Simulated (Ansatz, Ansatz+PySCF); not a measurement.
```xyz
2

O     0.0000    0.0000   -0.1172
H     0.0000    0.0000    0.9374
```

Basis set: def2-SVP (spherical functions). Frozen core: 1 orbital. Correlation on ROHF uses semicanonical orbitals with singles. Charge 0, multiplicity 2.

Computed with Ansatz (development build ahead of 0.2.0); each method stands on the lowest determinant of its kind that the runs found.

Task: Give the atomization energy at this shape (free ground-state atoms in the same class of orbitals less the molecule, no zero-point energy) of doublet OH by UHF-CCSD(T), ROHF-MP2, UHF, ROHF.

Result:

| method | atomization energy |
| --- | --- |
| UHF-CCSD(T) | 390.8 kJ/mol |
| ROHF-MP2 | 388.0 kJ/mol |
| UHF | 256.5 kJ/mol |
| ROHF | 259.0 kJ/mol |
